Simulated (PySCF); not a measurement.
Part of a log for `ClBr` (BrCl): ground state, then the species with a core hole.

Computed, not measured: delta-SCF UKS SCAN, pcX-2 on the ionised atom, pcseg-1 elsewhere, spin-free X2C in PySCF. The program numbers atoms from 0. The cycles run on a coarse integration grid; for E(ground) and E(ion) the exchange–correlation energy is redone on a finer one, so they differ from the last cycle, and only they enter the binding energy.

Coordinates (Å, GFN2-xTB):
```
Cl     1.069195    -0.002889    -0.002844
Br    -1.066438     0.004158    -0.011304
```

```
ground state, core basis on atom 0 (Cl), 87 functions
  cycle   1  E = -3060.30275047  |g| = 1.67e-01
  cycle   2  E = -3060.30113294  |g| = 1.49e-01
  cycle   3  E = -3060.30475763  |g| = 8.06e-02
  cycle   4  E = -3060.30655887  |g| = 1.44e-02
  cycle   5  E = -3060.30662206  |g| = 2.75e-03
  cycle   6  E = -3060.30662484  |g| = 8.76e-04
  cycle   7  E = -3060.30662513  |g| = 6.26e-05
  E(ground) = -3060.43590720 Eh
hole in Cl 2p of atom 0
  cycle   1  E = -3052.19644978  |g| = 1.71e+00
  cycle   2  E = -3052.09514334  |g| = 1.34e+00
  cycle   3  E = -3052.54925949  |g| = 4.02e-01
  cycle   4  E = -3052.64260430  |g| = 1.50e-01
  cycle   5  E = -3052.65736759  |g| = 2.56e-02
  cycle   6  E = -3052.65759525  |g| = 1.35e-02
  cycle   7  E = -3052.65766967  |g| = 2.29e-03
  cycle   8  E = -3052.65767202  |g| = 9.63e-04
  cycle   9  E = -3052.65766986  |g| = 2.88e-04
  E(ion) = -3052.79061358 Eh   <S^2> = 0.7522   hole on atom = 1.001
```

Task: What energy does this spin-free Cl 2p hole on atom 0 cost, and which doublet follows from it?

Result: (-3052.790614 − (-3060.435907)) Eh × 27.2114 eV/Eh = 208.04 eV. With the spin–orbit matrix of the shell the program then gives 2p3/2 = 207.40 eV and 2p1/2 = 209.06 eV; their weighted mean, 207.95 eV, differs from that hole by -0.09 eV, as the three ground-state 2p orbitals of the atom aren't degenerate.

Isolated species at its GFN2-xTB geometry, gas phase.

The run took 1.7 s of wall time on x86-64 server, one thread, no GPU (shared host).
Labels such as C1 count atoms from 1, the log's own numbers from 0.
